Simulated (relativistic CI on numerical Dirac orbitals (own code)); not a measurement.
Calculated levels, La⁵²⁺

Method of calculation: Dirac-Coulomb-Breit CI, orbitals from a KLI potential per configuration, model QED, unscaled Slater integrals (own radial code, finite nucleus).

Configuration list (outside the closed core 1s2): 2s²2p, 2s2p², 2p³, 2p²3s, 2p²3p, 2p²3d, 2s²3s, 2s²3p, 2s²3d, 2s2p3s, 2s2p3p, 2s2p3d, 2s²4s, 2s²4p, 2s²4d, 2s²4f. Levels of other configurations are missing.

The lowest level is 2s²2p ²P°1/2, with 100 % of that term; Hund's rules for 2s²2p give ²P° with J = 1/2, in agreement.

| No. | Configuration | Term | J | E (eV) | % | Landé g | Lifetime (s) |
| --- | --- | --- | --- | --- | --- | --- | --- |
| 1 | 2s²2p | ²P° | 1/2 | 0.00 | 100 | 0.638 |  |
| 2 | 2s2p² | ⁴P | 1/2 | 177.66 | 56 | 2.143 | 8.80e-11 |
| 3 | 2s²2p | ²P° | 3/2 | 454.74 | 99 | 1.313 | 6.22e-10 |
| 4 | 2s2p² | ⁴P | 3/2 | 578.11 | 92 | 1.649 | 1.51e-10 |
| 5 | 2s2p² | ²D | 5/2 | 611.97 | 58 | 1.343 | 2.13e-10 |
| 6 | 2s2p² | ²P | 1/2 | 665.49 | 71 | 1.230 | 7.55e-13 |
| 7 | 2s2p² | ²D | 3/2 | 666.04 | 65 | 0.968 | 9.19e-13 |
| 8 | 2p³ | ²P° | 3/2 | 854.98 | 46 | 1.349 | 1.14e-12 |
| 9 | 2s2p² | ⁴P | 5/2 | 1051.29 | 58 | 1.412 | 4.21e-12 |
| 10 | 2s2p² | ²S | 1/2 | 1130.79 | 70 | 1.892 | 9.21e-13 |
| 11 | 2s2p² | ²P | 3/2 | 1131.98 | 64 | 1.187 | 5.31e-13 |
| 12 | 2p³ | ⁴S° | 3/2 | 1275.00 | 55 | 1.439 | 5.80e-13 |
| 13 | 2p³ | ²D° | 5/2 | 1295.93 | 100 | 1.178 | 6.51e-13 |
| 14 | 2p³ | ²P° | 1/2 | 1337.24 | 100 | 0.638 | 5.03e-13 |
| 15 | 2p³ | ²P° | 3/2 | 1764.50 | 53 | 1.286 | 3.87e-13 |
| 16 | 2s²3s | ²S | 1/2 | 5848.87 | 97 | 1.991 | 1.12e-14 |
| 17 | 2s²3p | ²P° | 1/2 | 5909.98 | 95 | 0.669 | 2.61e-13 |
| 18 | 2s2p3s | ⁴P° | 1/2 | 5968.68 | 86 | 2.378 | 1.27e-14 |
| 19 | 2s2p3s | ⁴P° | 3/2 | 5987.79 | 59 | 1.550 | 1.16e-14 |
| 20 | 2s2p3s | ²P° | 1/2 | 6011.19 | 94 | 0.731 | 1.56e-14 |
| 21 | 2s2p3p | ⁴D | 1/2 | 6020.18 | 72 | 0.264 | 1.57e-14 |
| 22 | 2s2p3p | ⁴D | 3/2 | 6041.38 | 42 | 1.114 | 4.86e-15 |
| 23 | 2s²3p | ²P° | 3/2 | 6046.91 | 93 | 1.339 | 9.80e-14 |
| 24 | 2s2p3p | ⁴P | 1/2 | 6072.47 | 49 | 1.979 | 1.24e-14 |
| 25 | 2s²3d | ²D | 3/2 | 6091.04 | 96 | 0.800 | 1.90e-15 |
| 26 | 2s²3d | ²D | 5/2 | 6127.74 | 97 | 1.193 | 1.84e-15 |
| 27 | 2s2p3p | ⁴P | 3/2 | 6163.63 | 31 | 1.404 | 1.46e-14 |
| 28 | 2s2p3p | ²P | 1/2 | 6169.55 | 23 | 1.592 | 6.28e-15 |
| 29 | 2s2p3p | ⁴D | 5/2 | 6187.85 | 47 | 1.334 | 8.51e-14 |
| 30 | 2s2p3p | ²D | 3/2 | 6190.76 | 45 | 1.242 | 6.35e-15 |

Energies count from the lowest computed level; ° marks odd parity; lifetimes are radiative, by E1, M1, E2, M2 decay to levels of this space only.

The mean weight of the leading LS term, summed over parents, in these 30 levels is 70 %, and that of the leading jj configuration (from the same eigenvectors) 97 %, so jj coupling describes them better and the LS labels are nominal.

At this charge energies of transitions that change n are usually good to better than 1 %, and those within a shell (Δn = 0) to a few per cent.

LS names give the leading component of a level, which can be under half, so a name can repeat, a term be missing and a line seem to break the LS rules.
